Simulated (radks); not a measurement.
Results of a calculation; reference values are marked as such.
Ionisation of neutral phosphorus, [Ne] 3s2 3p3, to [Ne] 3s2 3p2 as the strength of local exchange is varied. Code: a radial shooting solver on a logarithmic mesh with Libxc functionals. Model: scalar-relativistic Kohn-Sham, Slater X-alpha exchange (alpha = 2/3 is LDA exchange), no correlation, spin-polarised, spherical densities, finite nucleus; open shells are filled with parallel spins first; Fermi nuclear charge, rms radius 3.1889 fm.

alpha  E(P) (hartree)  exchange (hartree)  IE (eV)  -e of the level emptied (eV)  <r> of it (bohr)
0.643      -338.99814           -19.99523    9.411                    5.287 (3p)             2.389
0.667      -339.74532           -20.78128    9.681                    5.526 (3p)             2.368
0.694      -340.58761           -21.66897    9.988                    5.799 (3p)             2.345
0.804      -344.03781           -25.32239   11.284                    6.965 (3p)             2.259
0.921      -347.74040           -29.27322   12.739                    8.295 (3p)             2.176
0.994      -350.06766           -31.77209   13.686                    9.170 (3p)             2.129

NIST Atomic Spectra Database: 10.487 eV (measured). The Delta-SCF value meets it near alpha = 0.74. Open shells are spherical and high-spin; term and fine-structure splittings are not resolved.
